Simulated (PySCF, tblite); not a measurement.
Compound: C₄H₁₀N₃P.
Cartesian coordinates in Å at the GFN2-xTB level; atoms count from 1:
```
atom  x, y, z in Å
C1    -2.3150   -0.8333   -0.8340
N2    -1.1676   -0.2587   -0.1746
C3    -0.7877   -0.7328    1.0869
C4     0.5060   -0.5457    1.3400
N5     1.1827    0.0737    0.2865
C6     2.6104   -0.0790    0.1588
P7     0.1630    0.4186   -1.0472
N8    -0.0171    2.0931   -0.7628
H9    -3.2284   -0.5761   -0.2895
H10   -2.3822   -0.4197   -1.8401
H11   -2.2525   -1.9242   -0.9084
H12   -1.5354   -1.1423    1.7408
H13    1.0392   -0.7729    2.2447
H14    2.9161   -1.1300    0.1063
H15    3.1144    0.3858    1.0105
H16    2.9322    0.4263   -0.7507
H17   -0.3937    2.3727    0.1358
H18   -0.3932    2.6509   -1.5148
```

Computed with B3LYP/def2-SVPD in PySCF (dipole) on a GFN2-xTB geometry, gas phase.

Masses are those of the commonest isotopes; rigid-rotor values at the optimised geometry. The values belong to one conformer with, in the numbering `[CH3:1][N:2]1[CH:3]=[CH:4][N:5]([CH3:6])[P:7]1[NH2:8]`, N5–P7–N8–H -58° and 165°.

(1) What are A, B and C (cm⁻¹)?

(2) Classify the top.

(3) What does the inertial defect say?

(4) Which types of transition are allowed, and where do some lines up to J = 3 fall?

Results:

(1) Ia = 193.20, Ib = 303.43, Ic = 412.72 u·Å²; 505379 MHz·u·Å²/I gives 2616, 1666 and 1225 MHz, that is A = 0.08726, B = 0.05556, C = 0.04085 cm⁻¹.

(2) An asymmetric top; Ray's κ = -0.366.

(3) Not planar: Δ = Ic − Ia − Ib = -83.91 u·Å². For a rigid frame Δ = −2 Σ m c², so Σ m c² = 41.95 u·Å² lies off the ab plane: 11.08 from hydrogen and 30.87 from heavier atoms. The atom farthest from that plane is 1.83 Å away.

(4) The dipole components are |μa| = 0.62 D, |μb| = 0.29 D, |μc| = 0.48 D. Intensities carry the squares of the components, which stand as 1.00 : 0.21 : 0.59 (a : b : c). Some lines, for components of 0.1 D or more:

```
type  branch         J(Ka,Kc)    MHz  lower level (cm⁻¹)
   c       Q  3(1,3) ← 3(0,3)    337               0.560
   a       Q  3(2,1) ← 3(2,2)    557               0.735
   c       Q  2(1,2) ← 2(0,2)    631               0.285
   b       Q  1(1,0) ← 1(0,1)   1391               0.096
   b       Q  2(1,1) ← 2(0,2)   1954               0.285
   c       Q  3(2,2) ← 3(1,2)   2279               0.659
   b       Q  3(2,1) ← 3(1,2)   2836               0.659
   a       R  1(0,1) ← 0(0,0)   2890               0.000
   a       R  2(1,2) ← 1(1,1)   5339               0.128
   c       Q  3(3,1) ← 3(2,1)   5365               0.753
   a       R  2(0,2) ← 1(0,1)   5659               0.096
   b       Q  3(3,1) ← 3(2,2)   5922               0.735
   a       R  2(1,1) ← 1(1,0)   6221               0.143
   b       R  3(1,2) ← 2(2,1)   6391               0.445
   a       R  3(1,3) ← 2(1,2)   7941               0.306
   b       R  2(2,1) ← 1(1,0)   9072               0.143
   c       R  2(2,0) ← 1(1,0)   9194               0.143
   b       R  2(2,0) ← 1(1,1)   9635               0.128
   c       R  3(1,2) ← 2(0,2)  11196               0.285
   c       R  3(2,2) ← 2(1,2)  12844               0.306
   b       R  3(2,1) ← 2(1,2)  13401               0.306
   c       R  3(3,0) ← 2(2,0)  14493               0.449
```

Its GFN2-xTB frequencies are all real (lowest 62 cm⁻¹). Constants of a rigid frame at the computed geometry: no zero-point averaging, no centrifugal distortion. A rigid rotor knows nothing of inversion at nitrogen or internal rotation, which can split or shift real lines. Quadrupole hyperfine structure (14N) is left out.
